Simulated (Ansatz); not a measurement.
Isolated molecules relaxed with PBE0-D4/def2-TZVP in Ansatz; ΔE leaves out vibrations. CCSD(T)/CBS adds triple-zeta CCSD(T) − MP2 to the extrapolated MP2 energy (def2 sets, frozen cores). DFT in def2-TZVPP. For Ge outer-core shells are correlated without core-valence functions, which leaves a few kJ/mol of doubt a bond. Scalar relativity is left out up to krypton. One conformer a species, not always the lowest.

`Cl[SiH2][SiH2][GeH3]` + `C=C=COC` → `C=C=[CH][GeH3]` + `CO[SiH2][SiH2]Cl`  (formal exchange of groups at a Ge–Si bond)

`Cl[SiH2][SiH2][GeH3]`:

Z-matrix (Å, degrees):
```
Si
Si 1 2.335
Cl 1 2.066 2 108.0
H 1 1.485 2 113.3 3 119.1
H 1 1.485 2 111.2 3 -117.8
Ge 2 2.380 1 109.3 3 53.1
H 2 1.490 1 109.0 3 173.8
H 2 1.488 1 109.2 3 -67.7
H 6 1.537 2 109.8 1 56.0
H 6 1.535 2 110.1 1 -63.8
H 6 1.538 2 110.5 1 175.8
```

`C=C=COC`:

Cartesian coordinates in Å:
```
C -0.196 -2.054 0.026
C -0.205 -0.886 -0.547
C -0.227 0.263 -1.172
O 0.007 1.487 -0.642
C 0.305 1.492 0.736
H 0.708 -2.655 0.083
H -1.093 -2.478 0.472
H -0.450 0.322 -2.232
H 0.468 2.531 1.016
H 1.206 0.904 0.943
H -0.525 1.075 1.317
```

`C=C=[CH][GeH3]`:

Cartesian coordinates in Å:
```
C -0.345 2.152 -0.431
C -0.527 0.865 -0.387
C -0.675 -0.424 -0.323
Ge 0.653 -1.554 0.533
H -0.714 2.797 0.359
H 0.174 2.616 -1.263
H -1.561 -0.883 -0.756
H 1.803 -0.671 1.032
H 1.179 -2.592 -0.475
H 0.013 -2.307 1.712
```

`CO[SiH2][SiH2]Cl`:

```xyz
12

C    -1.409   -0.994    1.582
O    -0.656   -0.030    0.880
Si    0.235   -0.394   -0.455
Si    1.244    1.597   -1.154
Cl    2.368    1.128   -2.825
H    -0.769   -1.791    1.975
H    -2.176   -1.445    0.941
H    -1.903   -0.499    2.419
H    -0.626   -0.947   -1.541
H     1.274   -1.420   -0.145
H     0.257    2.633   -1.546
H     2.162    2.163   -0.133
```

Q: Is it downhill or uphill in electronic energy at CCSD(T)/CBS, and by how much? (Best estimate.)

A: Ansatz gave: Downhill: ΔE = -118.8 kJ/mol.

Q: What do these levels give: r2SCAN-D4, ωB97M-V, PBE, PBE0, HF/def2-TZVPP, SCS-MP2/def2-TZVPP, CCSD/def2-TZVPP, CCSD(T)/def2-TZVPP, HF/def2-QZVPP, MP2/def2-QZVPP, HF/CBS(def2), CCSD/CBS(def2)? (Best estimate.)

A: Ansatz gave: r2SCAN-D4 -106.2, ωB97M-V -116.2, PBE -91.1, PBE0 -100.6, HF/def2-TZVPP -143.8, SCS-MP2/def2-TZVPP -130.0, CCSD/def2-TZVPP -122.1, CCSD(T)/def2-TZVPP -117.2, HF/def2-QZVPP -145.5, MP2/def2-QZVPP -129.0, HF/CBS(def2) -145.8, CCSD/CBS(def2) -123.7 kJ/mol.

Largest T1 diagnostic among the species: 0.013.

From PBE to PBE0 (25 % exact exchange), in def2-TZVPP and without D4, ΔE moves by −9.6 kJ/mol. The D4 term adds +3.4 kJ/mol with B3LYP and +2.1 kJ/mol with PBE0; it sums over pairs of atoms, weighted by their polarisabilities, and B3LYP, whose exchange is more repulsive, gets the larger term. In def2-TZVPP, CCSD(T) changes the Hartree–Fock value by +26.6 kJ/mol (the triples alone add +4.9 kJ/mol) and MP2 by +16.3 kJ/mol.

B3LYP here is the variant with VWN-RPA as its local correlation; programs differ in this.
